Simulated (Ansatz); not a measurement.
Consider the substitution at a C–S bond: `CSC(C)N` + `C[O][Sn]([CH3])([F])[SH]` → `C[O][Sn]([CH3])([F])[S]C` + `CC(N)S`.

Gas-phase electronic energies from Ansatz, PBE0-D4/def2-TZVP geometries. CCSD(T)/CBS is the MP2 limit (def2-TZVPP, def2-QZVPP) plus CCSD(T) − MP2 in def2-TZVPP, frozen cores. DFT in def2-TZVPP. B3LYP here is the variant with VWN-RPA as its local correlation; programs differ in this. def2 core potentials past Kr. For Sn outer-core shells are correlated without core-valence functions, which leaves a few kJ/mol of doubt a bond. Each species was taken in one conformer, which may not be the lowest.

```tsv
level	ΔE (kJ/mol)	difference from CCSD(T)/CBS
PBE-D4	28.8	4.3
r2SCAN-D4	30.7	6.2
ωB97X-V	26.8	2.3
ωB97M-V	27.1	2.6
B2PLYP	27.6	3.1
PBE	30.1	5.6
r2SCAN	31.1	6.6
PBE0	29.3	4.8
B3LYP	28.0	3.5
SCS-MP2/def2-TZVPP	25.3	0.8
CCSD(T)/def2-TZVPP	25.6	1.1
HF/def2-QZVPP	24.8	0.3
MP2/def2-QZVPP	26.3	1.8
HF/CBS(def2)	24.8	0.3
MP2/CBS(def2)	25.8	1.3
CCSD/CBS(def2)	24.0	-0.5
CCSD(T)/CBS	24.5	0
```

Largest T1 diagnostic among the species: 0.013.
